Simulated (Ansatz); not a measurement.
CH3AlCl2O, SMILES `C[O][Al]([Cl])[Cl]`. Charge 0, multiplicity 1.

```json
{"atom": "C1", "x (Å)": "0.7948", "y (Å)": "-1.0703", "z (Å)": "-0.1306"}
{"atom": "O2", "x (Å)": "0.2916", "y (Å)": "0.0349", "z (Å)": "0.5694"}
{"atom": "Al3", "x (Å)": "-0.8359", "y (Å)": "1.2244", "z (Å)": "0.2800"}
{"atom": "Cl4", "x (Å)": "-1.8885", "y (Å)": "1.2814", "z (Å)": "-1.5135"}
{"atom": "Cl5", "x (Å)": "-1.1830", "y (Å)": "2.6578", "z (Å)": "1.7338"}
{"atom": "H6", "x (Å)": "0.3340", "y (Å)": "-1.1836", "z (Å)": "-1.1179"}
{"atom": "H7", "x (Å)": "0.6121", "y (Å)": "-1.9836", "z (Å)": "0.4427"}
{"atom": "H8", "x (Å)": "1.8749", "y (Å)": "-0.9610", "z (Å)": "-0.2639"}
```

Task: Give the diagnostics of a CCSD(T)/def2-TZVPP run (frozen core, Ansatz). (Estimate.)

Result: The calculation gave: T1 = 0.0102, largest single amplitude 0.021, largest double 0.019, (T) share of the correlation energy 3.8 %, 9 CCSD cycles. The RHF solution is stable towards an unrestricted one. T1 lies under the customary mark of 0.02 for closed shells.
